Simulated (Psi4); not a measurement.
F$_{3}$OSi (SMILES [O][Si](F)(F)F), doublet, geometry from GFN2-xTB; PBE0/cc-pVDZ (Psi4).

Psi4 was given this input:
```
memory 2 GB

molecule {
0 2
O     1.63806956   -0.17665341    0.19951219
Si    0.09099432   -0.00981305    0.01108285
F    -0.34921159    1.48117889   -0.30939957
F    -0.74988398   -0.42632996    1.29131116
F    -0.49851299   -0.88255894   -1.17649576
symmetry c1
no_reorient
no_com
}

set {
  basis cc-pvdz
  reference uks
}

energy('pbe0')
print_variables()
```

Output, abridged:

```
   => Loading Basis Set <=

    Name: CC-PVDZ
    Role: ORBITAL
    Keyword: BASIS

         ---------------------------------------------------------
                                   SCF
               by Justin Turney, Rob Parrish, Andy Simmonett
                          and Daniel G. A. Smith
                              UKS Reference
         ---------------------------------------------------------

  ==> Geometry <==

    Molecular point group: c1
    Full point group: C1

    Geometry (in Angstrom), charge = 0, multiplicity = 2:

       Center              X                  Y                   Z               Mass
    ------------   -----------------  -----------------  -----------------  -----------------
         O            1.638069560000    -0.176653410000     0.199512190000    15.994914619570
         SI           0.090994320000    -0.009813050000     0.011082850000    27.976926534650
         F           -0.349211590000     1.481178890000    -0.309399570000    18.998403162730
         F           -0.749883980000    -0.426329960000     1.291311160000    18.998403162730
         F           -0.498512990000    -0.882558940000    -1.176495760000    18.998403162730

  Running in c1 symmetry.

  Rotational constants: A =      0.13948  B =      0.13896  C =      0.13896 [cm^-1]
  Rotational constants: A =   4181.64513  B =   4165.94878  C =   4165.94877 [MHz]
  Nuclear repulsion =  258.150408899195781

  Charge       = 0
  Multiplicity = 2
  Electrons    = 49
  Nalpha       = 25
  Nbeta        = 24

  ==> Algorithm <==

  SCF Algorithm Type is DF.
  DIIS enabled.
  MOM disabled.
  Fractional occupation disabled.
  Guess Type is SAD.
  Energy threshold   = 1.00e-06
  Density threshold  = 1.00e-06
  Integral threshold = 1.00e-12

  ==> Primary Basis <==

  Basis Set: CC-PVDZ
    Blend: CC-PVDZ
    Number of shells: 32
    Number of basis functions: 74
    Number of Cartesian functions: 79
    Spherical Harmonics?: true
    Max angular momentum: 2

  ==> DFT Potential <==

   => LibXC <=

    Version 7.1.2
    S. Lehtola, C. Steigemann, M. J. T. Oliveira, and M. A. L. Marques,  SoftwareX 7, 1–5 (2018) (10.1016/j.softx.2017.11.002)

   => Composite Functional: PBE0 <=

    PBE0 Hyb-GGA Exchange-Correlation Functional

    C. Adamo and V. Barone,  J. Chem. Phys. 110, 6158 (1999) (10.1063/1.478522)
    M. Ernzerhof and G. E. Scuseria,  J. Chem. Phys. 110, 5029 (1999) (10.1063/1.478401)

    Deriv               =              1
[...]
      Ntotal   =   49.0000462985 ; deviation = 4.630e-05

   @Spin Contamination Metric:   2.129693400E-03
   @S^2 Expected:                7.500000000E-01
   @S^2 Observed:                7.521296934E-01
   @S   Expected:                5.000000000E-01
   @S   Observed:                5.000000000E-01

    Orbital Energies [Eh]
    ---------------------

    Alpha Occupied:

[...]
      25A     -0.427232

    Alpha Virtual:

[...]
      74A      3.883793

    Beta Occupied:

[...]
    Beta Virtual:

[...]
    Final Occupation by Irrep:
              A
    DOCC [    24 ]
    SOCC [     1 ]
    NA   [    25 ]
    NB   [    24 ]

  @DF-UKS Final Energy:  -663.87972252305076

   => Energetics <=

    Nuclear Repulsion Energy =            258.1504088991957815
    One-Electron Energy =               -1435.8677781645858431
    Two-Electron Energy =                 559.7069874235130555
    DFT Exchange-Correlation Energy =     -45.8693406811737816
    Empirical Dispersion Energy =           0.0000000000000000
    VV10 Nonlocal Energy =                  0.0000000000000000
    Total Energy =                       -663.8797225230507593

  UHF NO Occupations:
  HONO-2 :   23  A 1.9997935
  HONO-1 :   24  A 1.9994314
  HONO-0 :   25  A 1.0000000
  LUNO+0 :   26  A 0.0005686
  LUNO+1 :   27  A 0.0002065
  LUNO+2 :   28  A 0.0001746
  LUNO+3 :   29  A 0.0001058

Computation Completed

Properties will be evaluated at   0.000000,   0.000000,   0.000000 [a0]

Properties computed using the SCF density matrix

 Multipole Moments:

 ------------------------------------------------------------------------------------
     Multipole            Electronic (a.u.)      Nuclear  (a.u.)        Total (a.u.)
 ------------------------------------------------------------------------------------

 L = 1.  Multiply by 2.5417464519 to convert [e a0] to [Debye]
 Dipole X            :          0.3597361           -0.0000002            0.3597359
 Dipole Y            :         -0.0216702           -0.0000001           -0.0216703
 Dipole Z            :          0.0238504           -0.0000002            0.0238502
 Magnitude           :                                                    0.3611764

 ------------------------------------------------------------------------------------

  Variable Map:
  ----------------------------------------------------------------------------
[...]
  Array Variable Map:
  ----------------------------------------------------------------------------
[...]
[...]
```
